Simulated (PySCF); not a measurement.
# Correlation energy of Pb⁺ (lead, charge +1)

[Xe] 4f14 5d10 6s2 6p1, 2P determinant. Calculation: PySCF 2.14, in def2-TZVP with the def2 core potential (60 electrons) (6s5p3d2f, 50 functions); a scalar-relativistic core potential. Frozen: 5s2 5p6 5d10; 3 electrons correlated.

MP2 pair energies summed by pair of shells (mhartree):

```csv
pair,energy,share (%)
6s-6s,-15.71,57.4
6s-6p,-11.67,42.6
```

Total MP2 correlation energy: -27.38 mhartree.

Same-spin part -2.13 and opposite-spin part -25.25 mhartree; SCS-MP2 scales them by 1/3 and 6/5 to -31.01 mhartree.

```tsv
level	correlation energy (mhartree)
CCSD	-36.21
(T)	-0.41
CCSD(T)	-36.62
```

Diagnostics: T1 = 0.0072, D1 = 0.0167, largest double amplitude 0.071.

Q: Is a single reference adequate?

A: Mostly. T1 lies below 0.03, but a double amplitude of this size points to a near-degeneracy that CCSD handles and MP2 describes poorly.
